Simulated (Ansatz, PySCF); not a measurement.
This Ansatz (a quantum-chemistry and plane-wave program) input computes a PBE0/def2-TZVPD energy:

Ansatz 0.2 input:
```yaml
crystal:
  periodic: [false, false, false]
  atoms:
    - {symbol: O, position_ang: [0.35124896, -0.71821310, -0.08793325]}
    - {symbol: Sn, position_ang: [-1.77460881, -0.78335130, -0.00027416]}
    - {symbol: H, position_ang: [-1.98473348, -2.45914763, -0.10387848]}
    - {symbol: H, position_ang: [-2.14243571, 0.14589372, -1.36638894]}
    - {symbol: H, position_ang: [-2.01125752, -0.04751673, 1.50555967]}
    - {symbol: Sn, position_ang: [1.71351439, 0.90951304, 0.01569140]}
    - {symbol: H, position_ang: [0.53448176, 2.11686784, 0.15880990]}
    - {symbol: H, position_ang: [2.49992889, 0.76108895, -1.47528159]}
    - {symbol: H, position_ang: [2.58733661, 0.50657419, 1.40767583]}
    - {symbol: H, position_ang: [0.76140838, -1.58614256, -0.19389230]}
basis:
  gaussian:
    orbitals: def2-TZVPD
hamiltonian:
  xc: {name: PBE0}
total_charge: 1
output: {forces: true}
```

**Question.** Write an input for the same energy in PySCF and say what it gives.

**Answer.** 
```python
from pyscf import gto, scf, dft

mol = gto.M(
    atom='''
    O     0.35124896   -0.71821310   -0.08793325
    Sn   -1.77460881   -0.78335130   -0.00027416
    H    -1.98473348   -2.45914763   -0.10387848
    H    -2.14243571    0.14589372   -1.36638894
    H    -2.01125752   -0.04751673    1.50555967
    Sn    1.71351439    0.90951304    0.01569140
    H     0.53448176    2.11686784    0.15880990
    H     2.49992889    0.76108895   -1.47528159
    H     2.58733661    0.50657419    1.40767583
    H     0.76140838   -1.58614256   -0.19389230
    ''',
    basis='def2-tzvpd',
    ecp='def2-tzvp',
    charge=1,
    spin=0,
    verbose=4,
)

mf = dft.RKS(mol, xc='pbe0').density_fit(auxbasis='def2-universal-jkfit')
mf.grids.level = 3
mf.conv_tol = 1e-9
mf.max_cycle = 100
mf.max_memory = 1500
mf.kernel()
if not mf.converged:
    mf = mf.newton()
    mf.kernel(mf.make_rdm1())
mf.analyze()
```
It gives -507.72358 Eh, and Ansatz -507.72352 Eh, a difference of 0.06 mEh, from the treatment of integrals and grids.

It need not be the lowest isomer of its formula.
